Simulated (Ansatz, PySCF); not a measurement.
Reaction (SMILES): [CH3][Ge]([CH3])([CH3])[NH2] -> [CH2][Ge]([CH3])([CH3])[NH2] + H atom (the C-H bond at the site shown breaks; other sites are not compared here)
Each molecule is optimised on its own at B3LYP-D3(BJ)/def2-TZVP (Ansatz, an electronic-structure program), one conformer each, not searched for the lowest. Frequencies are from Ansatz or PySCF.
Geometry of the first species:
SMILES: [CH3][Ge]([CH3])([CH3])[NH2]
```xyz
16

C      1.8299     0.0606    -0.7027
Ge    -0.0005    -0.0012     0.0008
C     -1.1428    -1.0874    -1.1874
C     -0.7682     1.7919     0.2123
N      0.1376    -0.7033     1.7215
H      2.4618     0.6597    -0.0475
H      2.2499    -0.9441    -0.7662
H      1.8421     0.4992    -1.7012
H     -1.1966    -0.6422    -2.1825
H     -0.7412    -2.0970    -1.2830
H     -2.1545    -1.1553    -0.7853
H     -1.7664     1.7322     0.6482
H     -0.8473     2.2913    -0.7540
H     -0.1387     2.3926     0.8684
H     -0.7384    -0.7466     2.2267
H      0.5690    -1.6179     1.7662
```

Property: bond dissociation energy (enthalpy at 298 K, with B3LYP-D3(BJ) rigid-rotor harmonic-oscillator terms), in eV. Correlated levels leave the core frozen unless marked. Open shells are spin-unrestricted. No spin-orbit coupling. The frozen core is the preceding noble-gas configuration, with the filled d and f shells of earlier blocks. No relativistic terms. CBS marks a two-point X^-3 extrapolation of the correlation energy; Hartree-Fock from the larger set.

| level | program | bond dissociation energy (eV) |
|---|---|---|
| BLYP-D3(BJ)/def2-TZVPD | Ansatz + dftd3 | 4.31 |
| BLYP-D4/def2-TZVPD | Ansatz + dftd4 | 4.30 |
| B3LYP-D4/def2-TZVPD | Ansatz + dftd4 | 4.36 |
| BHLYP-D3(BJ)/def2-TZVPD | Ansatz + dftd3 | 4.29 |
| BHLYP-D4/def2-TZVPD | Ansatz + dftd4 | 4.28 |
| SCS-MP2/6-31G | Ansatz | 3.93 |

Question: Estimate the value at CCSD(T)/CBS(cc-pVTZ,cc-pVQZ) as computed with Ansatz.

Answer: 4.44 eV
